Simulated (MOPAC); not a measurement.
A run for MOPAC: PM7 on CdSn, 2S+1 = 3, a spin state set in the input, which need not be the lowest, a point of a bond scan (R = 2.753 Å).

```
PM7 1SCF PRECISE CHARGE=0 UHF MS=1 THREADS=1
CdSn

Cd     0.00000000 1     0.00000000 1     0.00000000 1
Sn     0.00000000 1     0.00000000 1     2.75278500 1
```

Output:

```
*******************************************************************************
 **                                                                           **
 **                              MOPAC v23.2.5                                **
 **                                                                           **
 *******************************************************************************
 ** MOPAC's Digital Object Identifier: https://doi.org/10.5281/zenodo.6511958 **
 **                                                                           **
 ** Please cite the open-source release paper for use of this MOPAC version:  **
 ** J. E. Moussa and J. J. P. Stewart (2026)                                  **
 ** MOPAC: An open-source semiempirical molecular orbital program             **
 ** J. Open Source Softw., 11(119), 8025, https://doi.org/10.21105/joss.08025 **
 *******************************************************************************

                              PM7 CALCULATION RESULTS

 *******************************************************************************
 *  PM7        - The PM7 Hamiltonian to be used
 *  UHF        - UNRESTRICTED HARTREE-FOCK CALCULATION
 *
 *
 *
 *                 CHARGE ON SYSTEM = 0
 *
 *
 *
 *  MS=        - IN MECI, MAGNETIC COMPONENT OF SPIN =  1.0
 *  PRECISE    - TIGHTER CRITERIA TO BE USED
 *  1SCF       - DO 1 SCF AND THEN STOP
 *  THREADS=1  - MULTI-THREADING NOT USED
 *  T=         - A TIME OF 172800.0 SECONDS REQUESTED
 *  DUMP=N     - RESTART FILE WRITTEN EVERY 7200.0 SECONDS REQUESTED
 *******************************************************************************
PM7 1SCF PRECISE CHARGE=0 UHF MS=1 THREADS=1
 CdSn

   ATOM   CHEMICAL          X               Y               Z
  NUMBER   SYMBOL      (ANGSTROMS)     (ANGSTROMS)     (ANGSTROMS)

     1      Cd          0.00000000  *   0.00000000  *   0.00000000  *
     2      Sn          0.00000000  *   0.00000000  *   2.75278500  *



          CARTESIAN COORDINATES

    NO.       ATOM           X           Y           Z

     1        Cd          0.0000      0.0000      0.0000
     2        Sn          0.0000      0.0000      2.7528

 General Reference for PM7:
 "Optimization of Parameters for Semiempirical Methods VI: More Modifications to the
 NDDO Approximations and Re-optimization of Parameters", J. J. P. Stewart, J. Mol. Mod., 1:32, 19 (2013)
 https://link.springer.com/article/10.1007/s00894-012-1667-x

           Empirical Formula: Cd Sn  =     2 atoms



      MOLECULAR POINT GROUP   :   C*v


          UHF CALCULATION, NO. OF ALPHA ELECTRONS =    4
                           NO. OF BETA  ELECTRONS =    2

 -------------------------------------------------------------------------------
 PM7 1SCF PRECISE CHARGE=0 UHF MS=1 THREADS=1
 CdSn



     1SCF WAS SPECIFIED, SO BFGS WAS NOT USED
     SCF FIELD WAS ACHIEVED


                              PM7 CALCULATION
                                                       MOPAC v23.2.5 Linux




          FINAL HEAT OF FORMATION =        236.80216 KCAL/MOL =     990.78023 KJ/MOL


          COSMO AREA              =        100.79 SQUARE ANGSTROMS
          COSMO VOLUME            =         88.65 CUBIC ANGSTROMS

          IONIZATION POTENTIAL    =          6.425355 EV
          ALPHA SOMO LUMO (EV)    =         -6.859  3.500
          BETA  SOMO LUMO (EV)    =         -6.425  2.338
          NO. OF ALPHA ELECTRONS  =          4
          NO. OF BETA  ELECTRONS  =          2
          MOLECULAR WEIGHT        =        231.1000         POINT GROUP:  C*v

          MOLECULAR DIMENSIONS (Angstroms)

            Atom       Atom       Distance
           Sn     2   Cd     1     2.75279
           Sn     2   Cd     1     0.00000
           Cd     1   Sn     2     0.00000


          SCF CALCULATIONS        =          1





   ATOM   CHEMICAL          X               Y               Z
  NUMBER   SYMBOL      (ANGSTROMS)     (ANGSTROMS)     (ANGSTROMS)

     1      Cd          0.00000000  *   0.00000000  *   0.00000000  *
     2      Sn          0.00000000  *   0.00000000  *   2.75278500  *

                             CARTESIAN COORDINATES

   1   Cd        0.000000000     0.000000000     0.000000000
   2   Sn        0.000000000     0.000000000     2.752785000


           Empirical Formula: Cd Sn  =     2 atoms



      MOLECULAR POINT GROUP   :   C*v


          ALPHA EIGENVALUES
 -11.30435  -9.34462  -8.29824  -6.85920   3.49982   5.88054   6.90726   7.13673


           BETA EIGENVALUES
 -10.34370  -6.42535   2.33768   4.14708   4.70327   7.34064   7.97723  10.14483


              NET ATOMIC CHARGES AND DIPOLE CONTRIBUTIONS

  ATOM NO.   TYPE          CHARGE      No. of ELECS.   s-Pop       p-Pop
    1         Cd          -0.268375        2.2684     1.78115     0.48722
    2         Sn           0.268375        3.7316     1.91284     1.81879
 DIPOLE           X         Y         Z       TOTAL
 POINT-CHG.     0.000     0.000     3.549     3.549
 HYBRID        -0.000     0.000    -0.910     0.910
 SUM           -0.000     0.000     2.638     2.638


          ATOMIC ORBITAL ELECTRON POPULATIONS

     Atom    s        px        py        pz
    1 Cd   1.78115   0.02540   0.00000   0.46182
    2 Sn   1.91284   0.97460   0.00000   0.84419


                    (SZ)    =    1.000000
                    (S**2)  =    2.061383


          ATOMIC ORBITAL SPIN POPULATIONS

    Atom   Total    s     px     py     pz
         Atomic
    1 Cd  0.4127  0.116  0.025  0.000  0.271
    2 Sn  1.5873 -0.011  0.975  0.000  0.623

 **********************
 *                    *
 * JOB ENDED NORMALLY *
 *                    *
 **********************




 == MOPAC DONE ==
```

The run finished.

Cost: very roughly 0.03 core-seconds.
